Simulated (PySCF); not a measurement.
The dipole of `CC/C(C)=C(/C)C(C)=S` from its density and from atomic charges.

Coordinates (GFN2-xTB, Å) and charges (e) from the PBE0/pcSseg-1 density (PySCF):

| atom | x | y | z | Mulliken | IAO | Hirshfeld | ESP-fitted |
| --- | --- | --- | --- | --- | --- | --- | --- |
| C1 | 2.613 | 0.694 | -0.649 | -0.2535 | -0.4093 | -0.1207 | -0.0799 |
| C2 | 1.755 | 0.295 | 0.555 | -0.1501 | -0.2568 | -0.0769 | -0.1350 |
| C3 | 0.580 | -0.520 | 0.117 | -0.3123 | +0.0733 | +0.0480 | +0.0670 |
| C4 | 0.877 | -1.973 | -0.104 | -0.1747 | -0.4271 | -0.1113 | -0.5145 |
| C5 | -0.685 | -0.059 | -0.047 | -0.1297 | -0.0428 | -0.0153 | +0.1704 |
| C6 | -1.770 | -1.036 | -0.436 | -0.1587 | -0.4251 | -0.1176 | -0.5590 |
| C7 | -1.110 | 1.302 | 0.190 | -0.3718 | -0.0292 | +0.0476 | +0.1230 |
| C8 | -2.504 | 1.530 | 0.691 | -0.1627 | -0.4322 | -0.1238 | -0.5231 |
| S9 | -0.180 | 2.626 | -0.100 | -0.1065 | -0.1361 | -0.1087 | -0.2472 |
| H10 | 3.491 | 1.241 | -0.315 | +0.1135 | +0.1420 | +0.0419 | +0.0439 |
| H11 | 2.939 | -0.186 | -1.200 | +0.1020 | +0.1290 | +0.0338 | +0.0286 |
| H12 | 2.040 | 1.333 | -1.315 | +0.1331 | +0.1540 | +0.0228 | +0.0187 |
| H13 | 2.362 | -0.298 | 1.244 | +0.1165 | +0.1305 | +0.0370 | +0.0640 |
| H14 | 1.437 | 1.202 | 1.071 | +0.1422 | +0.1482 | +0.0203 | +0.0796 |
| H15 | 0.248 | -2.600 | 0.528 | +0.1374 | +0.1548 | +0.0493 | +0.1538 |
| H16 | 0.681 | -2.255 | -1.139 | +0.1408 | +0.1551 | +0.0503 | +0.1650 |
| H17 | 1.918 | -2.193 | 0.118 | +0.1238 | +0.1479 | +0.0477 | +0.1710 |
| H18 | -1.432 | -1.655 | -1.264 | +0.1345 | +0.1508 | +0.0455 | +0.1615 |
| H19 | -2.673 | -0.525 | -0.752 | +0.1253 | +0.1470 | +0.0441 | +0.1669 |
| H20 | -2.017 | -1.696 | 0.395 | +0.1334 | +0.1459 | +0.0431 | +0.1505 |
| H21 | -2.827 | 0.733 | 1.357 | +0.1247 | +0.1462 | +0.0446 | +0.1721 |
| H22 | -3.202 | 1.585 | -0.147 | +0.1483 | +0.1634 | +0.0543 | +0.1860 |
| H23 | -2.548 | 2.484 | 1.212 | +0.1447 | +0.1705 | +0.0442 | +0.1367 |

Problem. Compute μ = Σ q r for each scheme (1 e·Å = 4.803 D) and compare with the dipole of the full density.

Solution. The full density gives (-0.77, -3.23, 0.35) D, 3.34 D in size; dipole vectors point from the negative to the positive end.

| scheme | μx | μy | μz | size (D) | share of the full size (%) | angle to the full dipole (°) |
| --- | --- | --- | --- | --- | --- | --- |
| Mulliken | -1.10 | -4.29 | -0.15 | 4.44 | 133 | 8 |
| IAO | -0.33 | -2.56 | 0.25 | 2.60 | 78 | 6 |
| Hirshfeld | -0.77 | -1.93 | 0.15 | 2.08 | 62 | 9 |
| ESP-fitted | -0.77 | -3.27 | 0.33 | 3.38 | 101 | 0 |

Problem. Which set comes closest?

Solution. Length of the difference vector: ESP-fitted 0.05 D, IAO 0.80 D, Mulliken 1.22 D, Hirshfeld 1.32 D. Closest: ESP-fitted. ESP charges are fitted to the potential around the molecule, whose slowest-falling term is the dipole's. The schemes that divide the density aren't constrained to reproduce the dipole.

Problem. What is left for the Hirshfeld atoms' own dipoles?

Solution. The shares of the density sum to the whole, so what Σ q r misses lies in dipoles about the nuclei. The atomic dipoles sum to (-0.77, -3.23, 0.35) − (-0.77, -1.93, 0.15) = (0.00, -1.30, 0.20) D, 1.32 D in size.

Problem. With the origin at the mean of the coordinates, (0.000, 0.001, 0.000) Å, which are the largest single terms, by size, of the ESP-fitted dipole along the direction of the full one?

Solution. C4 -4.20, C6 -3.66, S9 +2.98, C8 +2.09, H15 +1.86 D; all 23 atoms together +3.38 D. The single terms depend on the origin, their sum doesn't.

Problem. Give the size of the full dipole in other units.

Solution. 3.34 D = 1.313 au = 0.695 e·Å = 11.13 × 10⁻³⁰ C·m.

One conformer (not necessarily the lowest) at the GFN2-xTB geometry, without solvent, vibrations or thermal averaging.

Shape of the structure used: `[CH3:1][CH2:2]/[C:3]([CH3:4])=[C:5](/[CH3:6])[C:7]([CH3:8])=[S:9]`: C1–C2–C3–C4 82°, C3–C5–C7–C8 -147°.
